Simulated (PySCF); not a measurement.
Al(Cl)(NHMe)(OH) (CH5AlClNO), SMILES C[NH][Al]([OH])[Cl].

Coordinates come from a PBE-D3(BJ)/def2-SVP optimisation. The structure was generated by enumeration; whether it is a known compound was not checked. One conformer was computed; it need not be the lowest.

Calculation: PySCF with PBE/def2-TZVP.

Symmetry labels are those of the subgroup Cs that the program uses (full group Cs).

Computed valence orbital energies around the gap with their symmetry:
```
orbital  symmetry  energy (eV)
-------  --------  -----------
HOMO−7         A"       -10.17
HOMO−6         A'        -9.59
HOMO−5         A'        -8.36
HOMO−4         A'        -8.17
HOMO−3         A"        -8.01
HOMO−2         A'        -7.56
HOMO−1         A"        -7.52
HOMO           A"        -5.57
LUMO           A'        -1.29
LUMO+1         A"        -0.35
LUMO+2         A'         0.50
LUMO+3         A'         0.60
```
